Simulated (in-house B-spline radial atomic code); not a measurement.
**PBE hybrid excitations of Pb V (Pb4+)**

Method: PBE hybrid with 0.5 exact exchange. Computed with a B-spline radial code for spherical atoms: linear response of the closed shell [Xe] 4f14 5d10 with the functional's adiabatic kernel; scalar-relativistic (spin-free one-electron X2C), finite nucleus, no spin-orbit coupling, no double excitations, S, P, D and F terms only; shells from n = 3 respond. Only terms of natural parity with L up to 3 were computed.

Spin-orbit coupling is strong here, so these LS terms don't match observed levels.

Command:
```bash
python run_td.py task.json out
```
Settings (radii: box in bohr, nucleus in fm):
```
Z                        82
electrons                78
configuration            [Xe] 4f14 5d10
hamiltonian              x2c
method                   pbeh
box_radius               19.1
exact_exchange_fraction  0.5
rms_radius               5.5012
intervals                70
```

Run time, properties included: 4.3 s on 1 thread of Intel(R) Xeon(R) 6975P-C (Granite Rapids), with other jobs on the host.

The lowest states, in the order of their Tamm-Dancoff energies; the method's threshold (minus the highest occupied level) is 66.29 eV. Labels give the largest channel, * marks a mixed state, and oscillator strengths are full-response dipole values. Semilocal kernels can invert the small singlet-triplet splittings of Rydberg terms. Energies in eV:

```
     state  full response  Tamm-Dancoff  oscillator strength
5d → 6s 3D         14.555        14.593                    -
5d → 6s 1D              ?             ?                    -
5d → 6p 3P         26.751        26.791                    -
5d → 6p 3F         27.186        27.212                    -
5d → 6p 1F         27.671        27.676                    -
5d → 6p 1P              ?             ?                    ?
5d → 6d 3S          40.62         40.65                    -
5d → 6d 3D          41.45         41.46                    -
5d → 6d 1D          41.79         41.80                    -
5d → 7s 3D          42.32         42.32                    -
```

Task: Where does 5d → 6p 1P lie?

Result: At 28.523 eV in full response, 28.613 eV in Tamm-Dancoff, oscillator strength 1.09.

Task: Where does 5d → 6s 1D lie?

Result: At 15.654 eV in full response, 15.685 eV in Tamm-Dancoff.

Task: How large is the singlet-triplet splitting of 5d → 6s (D terms) in Tamm-Dancoff?

Result: 1.09 eV, from the unrounded values.

Task: What polarisabilities and dispersion coefficient does the method give?

Result: Dipole 3.696 bohr³, quadrupole 10.64 bohr⁵, C6 19.54 hartree·bohr⁶ for two such species.
